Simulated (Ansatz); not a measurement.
Molecule: GeBr$_{2}$F, charge 0, multiplicity 2. SMILES: [F][Ge]([Br])[Br]
Structure (B3LYP-D3(BJ)/def2-TZVP (Ansatz, a quantum-chemistry and plane-wave program) minimum search):
```xyz
4

F     -0.1342     2.1161    -0.2582
Ge    -0.0223     0.5561     0.5222
Br     1.9642    -0.4087    -0.2480
Br    -1.9093    -0.6439    -0.1630
```
Charge 0, spin multiplicity 2.

Property: atomisation energy, in kcal/mol. Conventions: UHF or UKS for open shells; atomisation electronic, to ground-state atoms; frozen cores in correlated levels (noble-gas shells and the d and f shells of earlier blocks); 6-31G* and kin with 6d, 5d where marked; no dispersion term unless named; LANL2DZ with its own core potentials from Na on; spin-orbit terms left out; non-relativistic. Ab initio and DFT rows: single points at B3LYP-D3(BJ) geometries (Ansatz).

| level | program | atomisation energy (kcal/mol) |
|---|---|---|
| HF/STO-3G | Ansatz | 194.9 |
| HF/3-21G | Ansatz | 143.0 |
| HF/6-31G* | Ansatz | 159.3 |
| SVWN5/6-31G* | Ansatz | 304.1 |
| PBE/STO-3G | Ansatz | 323.1 |
| B3LYP/6-31G* with LANL2DZ past Ar | Ansatz | 210.0 |
| PBE0/6-31G* with LANL2DZ past Ar | Ansatz | 214.1 |
| MP2/LANL2DZ | Ansatz | 173.8 |
| MP2/6-31G* with LANL2DZ past Ar | Ansatz | 190.5 |
| PBE/def2-TZVPD | Ansatz | 261.3 |
| B3LYP-D3(BJ)/def2-TZVPD | Ansatz + dftd3 | 247.8 |
| B2PLYP-D3(BJ)/def2-TZVPD | Ansatz + dftd3 | 248.8 |

No value to compare with is used here. The 9 habitual levels span 143.0 (HF/3-21G) to 323.1 kcal/mol (PBE/STO-3G); B3LYP-D3(BJ)/def2-TZVPD gives 247.8.

The levels are drawn from those run, B3LYP/6-31G* more often than the rest, none by its result; left out are runs that failed, that the program found above a lower state of the same kind, or whose <S^2> lies over 0.5 above the pure value.
